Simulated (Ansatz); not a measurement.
The same path of CH5AlFNSSi (11 atoms, charge 0, multiplicity 1) was run twice with different band settings. The coordinate that changes most is the dihedral Si6–C2–S3–H7.

These are results of Ansatz, RKS PBE/def2-SVP, not measurements.

Relaxed end points:

```xyz
11
Properties=species:S:1:pos:R:3
F -0.075 -1.703 -0.972
C 0.189 -0.692 -0.030
S 1.631 -1.237 1.010
N -0.936 -0.474 0.828
Al -1.537 1.221 0.532
Si 0.376 1.061 -0.936
H 2.445 -1.564 -0.034
H -1.187 -1.279 1.416
H -2.753 1.937 1.277
H 1.681 1.749 -0.641
H 0.231 0.924 -2.429
```

```xyz
11
Properties=species:S:1:pos:R:3
F -0.463 -1.752 -1.012
C 0.138 -0.795 -0.163
S 1.678 -1.686 0.401
N -0.738 -0.425 0.900
Al -1.411 1.222 0.486
Si 0.339 0.905 -1.150
H 2.116 -0.662 1.185
H -0.893 -1.164 1.599
H -2.551 2.005 1.280
H 1.674 1.547 -0.870
H 0.177 0.748 -2.636
```

Common settings: spring 5.0 eV/Å²; optimiser quadratic models (default); start path IDPP; force threshold 0.03 eV/Å; iteration limit 60; end points relaxed.

| run | movable images | climbing image |
| --- | --- | --- |
| 1 | 5 | yes |
| 2 | 4 | no |

(1) What does each run give, and how far can it be trusted?

Answers

(1) Run 1: converged after 6 iterations, highest image 0.136 eV above the first end. A vibrational analysis at the climbing image gives one clearly imaginary mode, 248i cm⁻¹: a first-order saddle point.
Run 2: converged after 6 iterations, highest image 0.124 eV above the first end. No image climbed, so the highest image needn't sit at the top of the path.
